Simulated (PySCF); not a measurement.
## Correlation energy of Bi (bismuth, neutral)

[Xe] 4f14 5d10 6s2 6p3, high-spin 4S determinant. Computed with PySCF 2.14 in x2c-TZVPPall (11s7p6d3f, 83 functions), with the spin-free X2C one-electron Hamiltonian (Gaussian nucleus). Frozen: [Kr] 4d10 4f14; 23 electrons correlated.

| level | correlation energy (mhartree) |
| --- | --- |
| CCSD | -463.95 |
| (T) | -9.53 |
| CCSD(T) | -473.48 |

Diagnostics: T1 = 0.0061, D1 = 0.0244, largest double amplitude 0.037.

Is a single reference adequate?

Yes, within this model without spin-orbit coupling: T1 lies below 0.03 and no double amplitude reaches 0.07.

This basis was not built for core-valence correlation, so the inner-shell part is incomplete.

Spin-orbit coupling is strong in this species, so the high-spin LS determinant is a model state.
